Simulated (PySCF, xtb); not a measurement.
B(Br)3 anion (BBr3), SMILES BrB(Br)Br (connectivity only; charge and spin as stated), charge -1, multiplicity 2.

Harmonic wavenumbers (cm⁻¹) from GFN2-xTB run with xtb at its own minimum, in rising order: 118, 118, 179, 404, 479, 481.

Question: What does PySCF 2.14.0 with PBE-D3(BJ)/def2-SVPD give at its own minimum? (The exact figures need the calculation; the answer reports its results.)

Answer: 124, 124, 191, 388, 585, 585. Paired by order, the mean absolute difference is 41 cm⁻¹ and the zero-point energies are 2.5 and 2.9 kcal/mol.
